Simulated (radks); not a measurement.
Q: These are the eigenvalues of the occupied orbitals of an atom or ion with whole-number occupations (Ry). Method: Dirac Kohn-Sham, PBE, spin-unpolarised, spherical densities, point nucleus; computed with a radial shooting solver on a logarithmic mesh with Libxc functionals.

| orbital | eigenvalue |
|---|---|
| 1s1/2 | -6295.661 |
| 2s1/2 | -1496.827 |
| 2p1/2 | -1467.510 |
| 2p3/2 | -1332.213 |

Which element is it, and in what charge state? The configuration may be excited. Open shells, if any, are shared by 2j + 1.

A: Z = 78, platinum, charge +70: Pt70+ in [He] 2s2 2p4. The list shows which subshells hold electrons but not how many an open one holds; the 1s level, -3147.8 hartree, gives Z - s = 79.3 by -(Z - s)^2/2, which with screening and relativity narrows Z to a few neighbours, and the depths of the outer levels then fix element, charge and occupations together.
